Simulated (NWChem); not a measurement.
Species: BN2H5; SMILES NBN

```xyz
8

B      0.0000     0.0000    -0.4932
H      0.0000     0.0000    -1.7068
N     -1.2431     0.0000     0.1759
H     -2.1178     0.0000    -0.3260
H     -1.3522     0.0000     1.1808
N      1.2431     0.0000     0.1759
H      1.3522     0.0000     1.1808
H      2.1178     0.0000    -0.3260
```
Atoms are numbered in this order, from 1.

Computed with NWChem. Pople sets run with spherical d functions. Medium grid unless said otherwise, to which SCAN and Minnesota functionals are sensitive. Coordinates come from a PBE0/def2-SVP optimisation.

Problem. Order these by “dipole (D)”, lowest first: BHandHLYP/6-31G*; TPSS/6-31G*; B3LYP/6-31G*.

Solution. BHandHLYP/6-31G* (1.44), B3LYP/6-31G* (1.51), TPSS/6-31G* (1.56)
